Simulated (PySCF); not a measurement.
F₆Mo, SMILES [F][Mo-]([F])([F])([F])([F])[F] (connectivity only; charge and spin as stated), charge -1, multiplicity 2.

The structure is a stationary point at PBE0-D3(BJ)/def2-SVPD. The spin state was assumed, not searched. The def2 effective core potentials stand for the cores of Mo; spin–orbit coupling is left out.

Computed with PBE/def2-SVPD (PySCF).

Gas-phase values at a fixed geometry.

Computed frontier levels, dipole moment and polarisability:
The α spin, highest occupied and lowest empty level comes out as -0.10 and 0.05 eV. The β spin, highest occupied and lowest empty level comes out as -4.20 and 0.42 eV. The dipole moment about the centre of nuclear charge comes out as 0.00 D. The mean static polarisability is 57.5 bohr³ (8.52 Å³) and the polarisability, principal values is 56.6, 57.7, 58.2 bohr³. The ⟨S²⟩ is 0.752 (pure state 0.75).
